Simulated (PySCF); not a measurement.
BFH, SMILES F[BH] (connectivity only; charge and spin as stated), charge +1, multiplicity 1. Heavy atoms are numbered as in [BH:1][F:2]. Hydrogens are named by the atom that carries them.

Coordinates come from a PBE0-D3(BJ)/def2-TZVPD optimisation. The spin state was assumed, not searched. The isomer is the one that the SMILES or the coordinates give; other isomers of the formula were not compared.

Method: PBE/pcSseg-2 in PySCF.

GIAO shieldings, no solvent; atoms alike by connectivity are averaged. δ = σ(ref) − σ: ¹¹B against BF3 (σ = 83.1 ppm); ¹⁹F against CFCl3 (σ = 132.0 ppm); ¹H against TMS (σ = 31.47 ppm), references at their B3LYP-D3(BJ)/def2-TZVP geometries, non-relativistic.

```json
[
 {"atoms": "B1 (BH)", "nucleus": "¹¹B", "count": "1", "δ (ppm)": "4.4"},
 {"atoms": "F2", "nucleus": "¹⁹F", "count": "1", "δ (ppm)": "-38.9"},
 {"atoms": "H on B1", "nucleus": "¹H", "count": "1", "δ (ppm)": "[?]"}
]
```

Fill in the missing entries. (The exact figures need the calculation; the answer reports its results.)


- H on B1, δ (ppm): 6.16
